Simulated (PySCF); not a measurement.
Compound: B2H7NOSi.
Atom-mapped SMILES: `[BH2:1][O:2][BH:3][NH:4][SiH3:5]` (hydrogens: H6, H7 on B1; H8 on B3; H9 on N4; H10, H11, H12 on Si5)

Level of theory: core-valence-separated Tamm–Dancoff BHandHLYP/aug-pcX-1 (pcseg-1 on H, def2-SVPD on Si) in PySCF, non-relativistic, gas phase, PBE0-D3(BJ)/def2-SVP geometry.

Computed boron K-edge spectrum, Gaussian lines of 0.6 eV full width, highest printed point 100; it ends one width below the last computed root. No shift to experiment was applied.

```
photon energy (eV)  absorption
             186.3           0
             186.4           2
             186.5           5
             186.6          11
             186.7          23
             186.8          42
             186.9          65
             187.0          86
             187.1          98
             187.2          95
             187.3          80
             187.4          57
             187.5          35
             187.6          18
             187.7           9
             187.8           4
             187.9           4
             188.0           9
             188.1          19
             188.2          36
             188.3          59
             188.4          82
             188.5          98
             188.6         100
             188.7          88
             188.8          66
             188.9          43
             189.0          24
             189.1          11
             189.2           5
             189.3           2
             189.4           0
             189.5           0
             189.6           0
             189.7           0
             189.8           0
             189.9           0
             190.0           0
             190.1           0
             190.2           0
             190.3           0
             190.4           0
             190.5           0
             190.6           0
             190.7           1
             190.8           1
             190.9           2
             191.0           4
             191.1           6
             191.2           8
             191.3          10
             191.4          12
             191.5          15
             191.6          19
             191.7          22
             191.8          25
             191.9          27
             192.0          28
             192.1          28
```

**Question.** Where are the maxima, and which lines make them up?

**Answer.** 2 maxima:
- 187.1 eV: B1 (three-coordinate boron), 187.13 eV, f = 0.085, 100 % of the height at the exact maximum
- 188.6 eV: B3 (three-coordinate boron), 188.57 eV, f = 0.087, 100 % of the height at the exact maximum

Further lines of some strength in the range: B1, 191.94 eV, f = 0.014.

Roots within 0.03 eV on the same or equivalent atoms count as one line; shares under 12 % aren't listed.

Vibrational structure and lifetime widths aren't in the curve. The ionisation threshold wasn't computed; near and above it a finite basis only mimics Rydberg series and continuum.

The values belong to the conformer `[BH2:1][O:2][BH:3][NH:4][SiH3:5]`: B1–O2–B3–N4 99°, O2–B3–N4–Si5 177°.
